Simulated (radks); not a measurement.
All-electron atom: Tm in [Xe] 4f13 6s2 (the NIST ground configuration).

All-electron calculation, scalar-relativistic Kohn-Sham, PBE, spin-polarised, spherical densities, point nucleus; open shells are filled with parallel spins first (spin-orbit coupling, left out, can overturn this in heavy ions). Program: a radial shooting solver on a logarithmic mesh with Libxc functionals.

Energy parts (eV):
part                      energy
total                 -369189.84
kinetic                401341.98
electron-nucleus      -907482.54
Hartree                144709.86
exchange-correlation    -7759.14

Orbitals (lengths in bohr, moments of r in powers of bohr):
orbital,occ.,eigenvalue (eV),<1/r>,<r^2>
1s up,1,-59291.85,79.11,0.0005483
1s down,1,-59291.85,79.11,0.0005483
2s up,1,-10003.34,18.43,0.008513
2s down,1,-10003.33,18.43,0.008513
2p up,3,-8831.440,16.97,0.006945
2p down,3,-8831.432,16.97,0.006945
3s up,1,-2248.407,6.802,0.05579
3s down,1,-2247.966,6.803,0.05578
3p up,3,-1893.610,6.342,0.05626
3p down,3,-1893.168,6.343,0.05624
3d up,5,-1455.867,6.009,0.04687
3d down,5,-1455.531,6.010,0.04685
4s up,1,-443.3092,2.873,0.2798
4s down,1,-442.3965,2.873,0.2798
4p up,3,-326.7461,2.625,0.3178
4p down,3,-325.8492,2.624,0.3178
4d up,5,-172.0379,2.319,0.3794
4d down,5,-171.1570,2.318,0.3797
5s up,1,-53.5863,1.078,1.703
5s down,1,-53.1653,1.076,1.711
5p up,3,-27.0499,0.8873,2.473
5p down,3,-26.7558,0.8840,2.490
6s up,1,-3.8876,0.3159,17.97
6s down,1,-3.8644,0.3147,18.10
4f up,7,-3.4684,1.691,0.9125
4f down,6,-2.7032,1.680,0.9534

The highest occupied level is 4f down at -2.703 eV. For comparison, the ionisation energy in NIST's Atomic Spectra Database is 6.184 eV (measured). In exact Kohn-Sham theory the highest level is minus the ionisation energy, but local and semilocal functionals leave it too shallow, through self-interaction and a potential that decays too fast; potentials with the right tail come closer. The density falls to 0.001 e/bohr^3 at r = 5.07 bohr. Spin moment in Bohr magnetons: 1.
